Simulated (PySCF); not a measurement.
Zn(I)(iPr), SMILES C[CH](C)[Zn][I] (C3H7IZn), singlet at its PBE0/def2-SVP optimised geometry (Å):

```
12

Zn     0.5954    -0.0520     0.0000
I      3.0502    -0.0520     0.0000
C     -1.3724    -0.0637    -0.0014
C     -1.9454     1.3509     0.0170
C     -1.9269    -0.9228     1.1319
H     -1.6437    -0.5373    -0.9629
H     -3.0502     1.3285    -0.0343
H     -1.6844     1.8917     0.9419
H     -1.5954     1.9618    -0.8302
H     -1.5625    -1.9618     1.0944
H     -3.0314    -0.9651     1.0897
H     -1.6652    -0.5187     2.1241
```

Calculation: PBE0/def2-TZVP, def2 effective core potentials past Kr run with PySCF. The core electrons that the potentials of I replace are not part of the density.

Map of the electron localisation function on the plane z = 0.6 Å:

```
|0000000000000000000000000000000|
|0000000000000000000000000000000|
|0000000000000000000000000000000|
|0000000000000000000000000000000|
|0000000000000000000000000000000|
|0000000000000000000000000000000|
|0000000000000000000000000000000|
|0000000002443100000000000000000|
|0000000016886300000000000000000|
|0000354238998400000001233210000|
|0002788658998300000123566542000|
|0003899867996100000135777764100|
|0002799865663111111256788875300|
|0000146534664332111257656776410|
|0000000002555641221266322577410|
|0000000014766741341165243377520|
|0000267646997641231266222477420|
|0002899976886431111267545786410|
|0004999985564112111257788876310|
|0002899865775100111146778764200|
|0000577436998300000124566642000|
|0000011127999700000012344320000|
|0000000028999700000000111000000|
|0000000016999500000000000000000|
|0000000001453000000000000000000|
|0000000000000000000000000000000|
|0000000000000000000000000000000|
|0000000000000000000000000000000|
|0000000000000000000000000000000|
|0000000000000000000000000000000|
|0000000000000000000000000000000|
```
Scale: ten equal steps from 0.000 (start of '0') to 0.991 (end of '9'), in the order '0123456789'; x runs from -5.50 to 5.50, y from -5.50 (bottom) to 5.50 (top).
